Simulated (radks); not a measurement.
The numbers below are computed, except where a source is named.
The germanium ion Ge4+, [Ar] 3d10. Code: a radial shooting solver on a logarithmic mesh with Libxc functionals. Model: non-relativistic Kohn-Sham, exchange-only PBE, spin-polarised, spherical densities, point nucleus. Every spin shell is full or empty, so the densities are truly spherical. Functionals are evaluated on that one density, not self-consistently. Rank these exchange functionals by their error against the exact value of the orbitals, and give that value: LDA, B88, PBE, PBEsol, revPBE, B86b, G96, APBE, TPSS, revTPSS, SCAN, Tao-Mo, TASK, MVS.

Answer. Exact: -76.2962 hartree. From best to worst, with 100 (|E| - |E exact|)/|E exact| (equal figures are ties): TPSS +0.04, MVS +0.09, revPBE -0.12, B86b +0.14, B88 +0.15, SCAN +0.28, PBE -0.35, G96 +0.40, APBE +0.52, Tao-Mo -0.56, revTPSS -0.68, TASK -2.42, PBEsol -2.57, LDA -5.79.
